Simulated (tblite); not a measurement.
Compound: C7H9O (doublet state).
SMILES with atom numbers: `[CH2:1]=[CH:2][C@@:3]1([CH3:4])[CH:5][C@@H:6]1[CH:7]=[O:8]` (hydrogens: H9, H10 on C1; H11 on C2; H12, H13, H14 on C4; H15 on C5; H16 on C6; H17 on C7)

Structure used (GFN2-xTB), in Å, numbered top down from 1:
```xyz
17
C7H9O angstrom
C     -2.3725    0.9479   -0.1148
C     -1.1704    0.8819   -0.6644
C     -0.1324   -0.1240   -0.3570
C     -0.4970   -1.1989    0.6429
C      0.8797   -0.4203   -1.3582
C      1.3197    0.5169   -0.3151
C      2.3156    0.1026    0.6783
O      2.5146   -1.0256    1.0583
H     -3.0748    1.7089   -0.4088
H     -2.7125    0.2558    0.6350
H     -0.8866    1.6035   -1.4196
H     -0.8010   -0.7475    1.5857
H     -1.3169   -1.7998    0.2553
H      0.3556   -1.8457    0.8312
H      1.3248   -1.3657   -1.5939
H      1.3285    1.5773   -0.5368
H      2.9186    0.9448    1.0720
```

Calculated harmonic vibrations of the isolated species, GFN2-xTB (tblite), most abundant isotopes, no scaling. The method is semi-empirical: single wavenumbers can be off by several per cent or more. One conformer, not necessarily the lowest. Open shells enter through the occupations alone, without spin polarisation, and single modes of such species can be off by tens of per cent.

Harmonic wavenumbers (cm⁻¹): 73.6, 124.0, 165.3, 196.7, 214.3, 274.6, 290.9, 355.9, 390.8, 466.1, 637.5, 664.3, 674.4, 744.2, 823.0, 891.1, 894.9, 946.3, 960.1, 986.3, 1013.8, 1015.2, 1039.1, 1056.3, 1119.0, 1221.3, 1261.0, 1305.3, 1375.3, 1392.1, 1406.7, 1415.0, 1481.6, 1484.9, 1689.9, 1725.6, 2749.4, 3019.4, 3029.1, 3030.8, 3055.0, 3056.3, 3115.3, 3140.7, 3141.8.

A = 4393, B = 1363, C = 1247 MHz; mass 109.065 u (most abundant isotopes); point group C1, symmetry number 1; spin multiplicity 2.

Task: What is the zero-point energy?

Result: Half the sum of the wavenumbers: 29557 cm⁻¹ = 353.58 kJ/mol.

Task: Give the ideal-gas entropy at 298.15 K and 1 bar in the rigid-rotor, harmonic-oscillator model (classical rotation).

Result: Translation 167.37, rotation 117.80, vibration 93.73, spin (R ln 2) 5.76: S = 384.7 J/(mol K).

Task: And Cp and H(298.15 K) − H(0)?

Result: Cp = 143.75 J/(mol K), of which vibrations give 110.49 (their classical limit is 45 R = 374.2); H(298.15 K) − H(0) = 25.78 kJ/mol without the zero-point energy, 15.86 from vibrations.

Task: What must be added to the electronic energy to get the Gibbs energy at 298.15 K and 1 bar?

Result: ZPE + [H(298.15 K) − H(0)] − T·S = 353.58 + 25.78 − 114.69 = 264.67 kJ/mol.

Task: Blend soft modes into free rotors: weight 1/[1 + (100 cm⁻¹/ν̃)⁴] for the oscillator and the rest for a rotor with moment μB/(μ + B), μ = h/(8π²ν), B = 10⁻⁴⁴ kg m². What vibrational entropy results?

Result: 90.37 J/(mol K) in place of 93.73, which changes −T·S at 298.15 K by +1.00 kJ/mol.

Hindered rotation and anharmonicity are outside this model. Other conformers, if any are populated, would add a mixing term that is left out. The structure is chiral; the term R ln 2 for an equal mix with its mirror image is left out.
